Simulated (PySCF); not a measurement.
Species: C₈H₂₄AlN₄ (charge -1).
Numbering: `[CH3:1][N:2]([CH3:3])[Al-:4]([N:5]([CH3:6])[CH3:7])([N:8]([CH3:9])[CH3:10])[N:11]([CH3:12])[CH3:13]` (hydrogens: H14, H15, H16 on C1; H17, H18, H19 on C3; H20, H21, H22 on C6; H23, H24, H25 on C7; H26, H27, H28 on C9; H29, H30, H31 on C10; H32, H33, H34 on C12; H35, H36, H37 on C13)

Structure used (PBE0-D3(BJ)/def2-SVP), in Å, numbered top down from 1:
```xyz
37
C8H24AlN4 angstrom
C     -1.7518   -2.3818   -0.0955
N     -1.3064   -1.2573    0.6554
C     -1.9352   -1.1544    1.9280
Al    -0.1528    0.0405   -0.0242
N      1.1500   -0.9125   -0.9582
C      1.7186   -2.1318   -0.4928
C      1.7708   -0.4276   -2.1438
N     -1.0426    1.2567   -1.1235
C     -2.2548    0.9480   -1.8028
C     -0.4984    2.5164   -1.5019
N      0.5859    1.0761    1.3396
C     -0.0954    2.1598    1.9620
C      1.8248    0.7637    1.9671
H     -1.5858   -3.3542    0.4324
H     -1.2099   -2.4404   -1.0544
H     -2.8458   -2.3615   -0.3352
H     -1.5177   -0.3055    2.4939
H     -3.0436   -1.0043    1.8760
H     -1.7919   -2.0672    2.5585
H      2.8024   -2.0507   -0.2218
H      1.1844   -2.4845    0.4055
H      1.6664   -2.9553   -1.2482
H      2.8547   -0.1772   -2.0175
H      1.2650    0.4858   -2.4973
H      1.7355   -1.1635   -2.9855
H     -3.0436    1.7274   -1.6580
H     -2.1415    0.8468   -2.9123
H     -2.6721   -0.0021   -1.4307
H     -1.2029    3.3672   -1.3255
H     -0.2217    2.5846   -2.5854
H      0.4146    2.7284   -0.9201
H     -0.3747    1.9661    3.0295
H      0.5082    3.1014    1.9837
H     -1.0280    2.3865    1.4185
H      2.3402   -0.0419    1.4185
H      2.5271    1.6335    2.0011
H      1.7223    0.4264    3.0299
```

The closed-shell ground state was solved at several levels (PySCF, density fitting, gas phase, non-relativistic). No diffuse functions stand in pcSseg-1, which bears on an anion's orbital energies.

```json
{"level": "wB97X-D/pcSseg-1", "basis functions": "348", "HOMO (eV)": "-3.08", "LUMO (eV)": "6.25", "gap (eV)": "9.33"}
{"level": "PBE0/pcSseg-1", "basis functions": "348", "HOMO (eV)": "-1.27", "LUMO (eV)": "4.49", "gap (eV)": "5.76"}
```

Problem. Estimate the row for CAM-B3LYP/def2-SVPD, a basis of 456 functions; the other rows only guide the guess.

Solution. HOMO -2.74 eV, LUMO 3.95 eV, gap 6.69 eV.

Problem. Over all these levels, which gives the widest orbital gap and which the narrowest?

Solution. wB97X-D/pcSseg-1 (range-separated hybrid) has the widest, 9.33 eV, and PBE0/pcSseg-1 (global hybrid, 25 % exact exchange) the narrowest, 5.76 eV. The two share the basis. From the narrowest to the widest the HOMO moves by -1.81 eV and the LUMO by +1.76 eV.

One conformer stands for the species.
